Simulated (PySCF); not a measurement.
Job file and geometry (Å, from GFN2-xTB) of an NMR shielding run on SMILES C=C1C(=O)C[C@H]1B(Cl)Cl, C$_{5}$H$_{5}$BCl$_{2}$O, GIAO PBE0/pcSseg-1 NMR shielding, non-relativistic, gas phase in PySCF 2.14.0, density-fitted response routines; density fitting, a coarse starting grid and PySCF grid level 2 are the driver's defaults:

```
$ OMP_NUM_THREADS=1 python probes_run.py task.json out

{"job": {"kind": "nmr", "xc": "PBE0", "basis": "pcSseg-1"}, "charge": 0, "multiplicity": 1}
C     -1.335698    -1.099847    -1.134016
C     -0.758951    -0.168363    -0.393393
C     -1.238506     0.771393     0.648638
O     -2.304618     0.998658     1.144737
C      0.160405     1.333941     0.834140
C      0.671807     0.361100    -0.260190
B      1.709145    -0.775798     0.128160
Cl     2.336671    -1.798656    -1.102323
Cl     2.152068    -1.071342     1.757260
H     -2.392928    -1.289640    -1.050992
H     -0.781043    -1.693839    -1.842501
H      0.566109     1.163620     1.829530
H      0.246061     2.391656     0.595425
H      0.968801     0.876642    -1.176641
```

Question: Write the output of this run.

Answer: 
```
coarse grid: 13952 points
cycle   1  E = -1213.1478302737  dE =  1.553e+00  |g| = 7.739e-01  |ddm| = 3.754e+00
cycle   2  E = -1212.7369834838  dE =  4.108e-01  |g| = 1.636e+00  |ddm| = 2.918e+00
cycle   3  E = -1213.2659572652  dE = -5.290e-01  |g| = 1.823e-01  |ddm| = 2.283e+00
cycle   4  E = -1213.2731979476  dE = -7.241e-03  |g| = 6.600e-02  |ddm| = 2.214e-01
cycle   5  E = -1213.2741578066  dE = -9.599e-04  |g| = 1.704e-02  |ddm| = 7.132e-02
cycle   6  E = -1213.2742176850  dE = -5.988e-05  |g| = 6.833e-03  |ddm| = 1.921e-02
cycle   7  E = -1213.2742278204  dE = -1.014e-05  |g| = 2.426e-03  |ddm| = 6.663e-03
cycle   8  E = -1213.2742292194  dE = -1.399e-06  |g| = 5.778e-04  |ddm| = 3.195e-03
final grid: 128808 points
cycle   9  E = -1213.3353507325  dE = -2.385e-05  |g| = 1.267e-02  |ddm| = 3.058e-02
cycle  10  E = -1213.3352555603  dE =  9.517e-05  |g| = 2.543e-02  |ddm| = 3.357e-02
cycle  11  E = -1213.3353822271  dE = -1.267e-04  |g| = 2.268e-03  |ddm| = 2.450e-02
cycle  12  E = -1213.3353832095  dE = -9.824e-07  |g| = 4.314e-04  |ddm| = 2.101e-03
cycle  13  E = -1213.3353832486  dE = -3.906e-08  |g| = 1.480e-04  |ddm| = 5.330e-04
cycle  14  E = -1213.3353832536  dE = -5.017e-09  |g| = 4.317e-05  |ddm| = 1.841e-04
cycle  15  E = -1213.3353832540  dE = -4.065e-10  |g| = 1.550e-05  |ddm| = 4.980e-05
converged SCF energy = -1213.3353832540

GIAO shielding tensors (ppm)
atom      isotropic    diamagn.    paramagn.     s11        s22        s33       span
  0 C       65.716     253.723    -188.007    -27.863     49.068    175.943    203.806
  1 C       25.743     262.487    -236.744    -62.919     49.554     90.593    153.512
  2 C      -12.794     247.889    -260.683   -101.914    -23.530     87.061    188.975
  3 O     -320.783     398.704    -719.487   -901.078   -380.465    319.194   1220.272
  4 C      136.915     255.521    -118.606    112.934    140.230    157.580     44.646
  5 C      148.702     252.356    -103.653    125.939    152.163    168.005     42.066
  6 B       39.629     189.864    -150.234      2.334     31.757     84.796     82.462
  7 Cl     675.214    1147.542    -472.328    392.059    734.946    898.635    506.576
  8 Cl     686.885    1147.466    -460.581    395.777    720.931    943.946    548.169
  9 H       25.507      29.458      -3.951     23.680     24.362     28.478      4.798
 10 H       26.180      30.862      -4.682     23.638     24.672     30.230      6.592
 11 H       28.251      30.337      -2.087     23.626     30.378     30.748      7.122
 12 H       28.614      29.389      -0.775     25.163     26.898     33.781      8.617
 13 H       28.574      30.895      -2.321     24.620     28.068     33.036      8.416
```

Size and cost of the density-fitted run: 192 basis functions, 44 s wall time on 1 thread of an Arm Neoverse V1, shared host; peak memory 0.9 GiB.
